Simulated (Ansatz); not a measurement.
## Cost against result

Saddle point of ZnNH5O2, closed shell (ZnH₂O₂ ([OH][Zn][OH]) + NH₃ → ZnNH₃O ([NH2][Zn][OH]) + H₂O; bonds formed: O2–H4; dative contacts that become bonds: Zn1–N5; bonds broken: Zn1–O2, H4–N5), PBE0-D4/def2-TZVP structure:

Zn1  (-0.470, 0.089, -0.619)
O2  (1.476, 0.232, 0.030)
O3  (-1.312, 0.607, -2.115)
H4  (0.820, -0.239, 0.912)
N5  (-0.388, -0.712, 1.167)
H6  (1.999, 1.013, 0.212)
H7  (-0.720, 1.000, -2.759)
H8  (-0.484, -1.714, 1.265)
H9  (-0.921, -0.277, 1.907)
(Å)

Barriers are electronic and count from the start structure reached by relaxing down the imaginary mode.

Computed with Ansatz 0.2.0 (basis: as named in each row); correlated methods freeze the cores. The 3s and 3p shells of Cu and Zn are frozen; filled d shells are correlated. B3LYP uses VWN-RPA correlation. Extrapolation: Hartree–Fock as exp(−7.88 √X), correlation as X^−2.97.

Times are rough, for one single point on 8 threads of a shared host (Arm Neoverse V1).

The estimate by CCSD(T) at an estimated basis limit (MP2 extrapolated from triple and quadruple zeta, plus CCSD(T) − MP2 in triple zeta) is 0.901 eV.

```csv
method,basis,time (s),barrier (eV),method less estimate
HF,STO-3G,under 1,0.788,-0.113
SPW92,def2-SVP,under 1,0.253,-0.648
PBE-D4,def2-SVP,under 1,0.471,-0.430
B3LYP-D4,6-31G,under 1,0.711,-0.190
SPW92,def2-TZVPP,under 1,0.487,-0.414
PBE0-D4,def2-SVP,1,0.567,-0.334
PBE-D4,def2-TZVPP,1,0.697,-0.204
BLYP-D4,def2-TZVPP,1,0.808,-0.093
B3LYP-D4,def2-TZVPP,2,0.852,-0.049
BHLYP-D4,def2-TZVPP,2,0.943,0.042
r2SCAN-D4,def2-TZVPP,2,0.786,-0.115
PBE0-D4,def2-TZVPP,2,0.769,-0.132
CAM-B3LYP-D4,def2-TZVPP,2,0.848,-0.053
PBE-D4,STO-3G,3,-0.149,-1.050
wB97M-V,def2-SVP,3,0.613,-0.288
CCSD(T),def2-SVP,3,0.738,-0.163
r2SCAN0-D4,def2-TZVPP,3,0.821,-0.080
B2PLYP,def2-TZVPP,4,0.868,-0.033
PBE-QIDH,def2-TZVPP,4,0.824,-0.077
RPA on PBE,def2-TZVPP,4,0.862,-0.039
B97M-V,def2-TZVPP,4,0.929,0.028
wB97X-V,def2-TZVPP,4,0.866,-0.035
wB97M-V,def2-TZVPP,6,0.849,-0.052
MP2,def2-QZVPP,19,0.868,-0.033
CCSD(T),def2-TZVPP,86,0.863,-0.038
```

All methods are single points on the PBE0-D4 structures; a negative value means that the method puts the saddle structure below the start.

No T1 diagnostic of these runs exceeds 0.016.

Labels in which every atom is bracketed show which atoms are joined, not bond orders.
